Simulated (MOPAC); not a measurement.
Job for MOPAC: PM3 on AlFH2 (SMILES [F][AlH2]), a point of a bond scan (R = 1.490 Å).

```
PM3 1SCF PRECISE CHARGE=0 THREADS=1
AlFH2

Al    -0.24669394 1    -0.47884971 1     0.15840895 1
H      0.47073738 1    -1.31219084 1     1.27881201 1
H     -1.58943775 1    -0.85928261 1    -0.56046382 1
F      0.40790277 1     0.79176701 1    -0.26192556 1
```

Program output:

```
*******************************************************************************
 **                                                                           **
 **                              MOPAC v23.2.5                                **
 **                                                                           **
 *******************************************************************************
 ** MOPAC's Digital Object Identifier: https://doi.org/10.5281/zenodo.6511958 **
 **                                                                           **
 ** Please cite the open-source release paper for use of this MOPAC version:  **
 ** J. E. Moussa and J. J. P. Stewart (2026)                                  **
 ** MOPAC: An open-source semiempirical molecular orbital program             **
 ** J. Open Source Softw., 11(119), 8025, https://doi.org/10.21105/joss.08025 **
 *******************************************************************************

                              PM3 CALCULATION RESULTS

 *******************************************************************************
 *  PM3        - The PM3 Hamiltonian to be used
 *
 *
 *
 *                 CHARGE ON SYSTEM = 0
 *
 *
 *
 *  PRECISE    - TIGHTER CRITERIA TO BE USED
 *  1SCF       - DO 1 SCF AND THEN STOP
 *  THREADS=1  - MULTI-THREADING NOT USED
 *  T=         - A TIME OF 172800.0 SECONDS REQUESTED
 *  DUMP=N     - RESTART FILE WRITTEN EVERY 7200.0 SECONDS REQUESTED
 *******************************************************************************
PM3 1SCF PRECISE CHARGE=0 THREADS=1
 AlFH2

   ATOM   CHEMICAL          X               Y               Z
  NUMBER   SYMBOL      (ANGSTROMS)     (ANGSTROMS)     (ANGSTROMS)

     1      Al         -0.24669394  *  -0.47884971  *   0.15840895  *
     2       H          0.47073738  *  -1.31219084  *   1.27881201  *
     3       H         -1.58943775  *  -0.85928261  *  -0.56046382  *
     4       F          0.40790277  *   0.79176701  *  -0.26192556  *



          CARTESIAN COORDINATES

    NO.       ATOM           X           Y           Z

     1        Al         -0.2467     -0.4788      0.1584
     2         H          0.4707     -1.3122      1.2788
     3         H         -1.5894     -0.8593     -0.5605
     4         F          0.4079      0.7918     -0.2619

  H: (PM3): J. J. P. STEWART, J. COMP. CHEM. 10, 209 (1989).
  F: (PM3): J. J. P. STEWART, J. COMP. CHEM. 10, 209 (1989).
 Al: (PM3): J. J. P. STEWART, J. COMP. CHEM. 10, 209 (1989).

           Empirical Formula: H2 Al F  =     4 atoms



      MOLECULAR POINT GROUP   :   C2v


      RHF CALCULATION, NO. OF DOUBLY OCCUPIED LEVELS = 6


 -------------------------------------------------------------------------------
 PM3 1SCF PRECISE CHARGE=0 THREADS=1
 AlFH2



     1SCF WAS SPECIFIED, SO BFGS WAS NOT USED
     SCF FIELD WAS ACHIEVED


                              PM3 CALCULATION
                                                       MOPAC v23.2.5 Linux




          FINAL HEAT OF FORMATION =        -18.98222 KCAL/MOL =     -79.42160 KJ/MOL


          COSMO AREA              =         80.58 SQUARE ANGSTROMS
          COSMO VOLUME            =         65.74 CUBIC ANGSTROMS

          IONIZATION POTENTIAL    =         11.011744 EV
          HOMO LUMO ENERGIES (EV) =        -11.012 -2.004
          NO. OF FILLED LEVELS    =          6
          MOLECULAR WEIGHT        =         47.9957         POINT GROUP:  C2v

          MOLECULAR DIMENSIONS (Angstroms)

            Atom       Atom       Distance
            H     3    H     2     2.79864
            F     4    H     2     2.20145
            H     2   Al     1     0.00000


          SCF CALCULATIONS        =          1





   ATOM   CHEMICAL          X               Y               Z
  NUMBER   SYMBOL      (ANGSTROMS)     (ANGSTROMS)     (ANGSTROMS)

     1      Al         -0.24669394  *  -0.47884971  *   0.15840895  *
     2       H          0.47073738  *  -1.31219084  *   1.27881201  *
     3       H         -1.58943775  *  -0.85928261  *  -0.56046382  *
     4       F          0.40790277  *   0.79176701  *  -0.26192556  *

                             CARTESIAN COORDINATES

   1   Al       -0.246693940    -0.478849710     0.158408950
   2    H        0.470737380    -1.312190840     1.278812010
   3    H       -1.589437750    -0.859282610    -0.560463820
   4    F        0.407902770     0.791767010    -0.261925560


           Empirical Formula: H2 Al F  =     4 atoms



      MOLECULAR POINT GROUP   :   C2v


                  EIGENVALUES
 -21.57463 -17.11502 -17.00180 -16.46265 -11.48822 -11.01174  -2.00353   1.17049
   1.50025   2.74071


              NET ATOMIC CHARGES AND DIPOLE CONTRIBUTIONS

  ATOM NO.   TYPE          CHARGE      No. of ELECS.   s-Pop       p-Pop
    1         Al           0.678169        2.3218     0.59198     1.72985
    2          H          -0.228553        1.2286     1.22855
    3          H          -0.228553        1.2286     1.22855
    4          F          -0.221064        7.2211     1.54298     5.67809
 DIPOLE           X         Y         Z       TOTAL
 POINT-CHG.    -0.009    -0.017     0.006     0.020
 HYBRID        -0.064    -0.125     0.041     0.146
 SUM           -0.073    -0.142     0.047     0.166


          ATOMIC ORBITAL ELECTRON POPULATIONS

     Atom    s        px        py        pz
    1 Al   0.59198   0.67039   0.53361   0.52585
    2  H   1.22855
    3  H   1.22855
    4  F   1.54298   1.91756   1.85501   1.90551

 **********************
 *                    *
 * JOB ENDED NORMALLY *
 *                    *
 **********************




 == MOPAC DONE ==
```

The run finished.

Cost: very roughly 0.04 core-seconds.
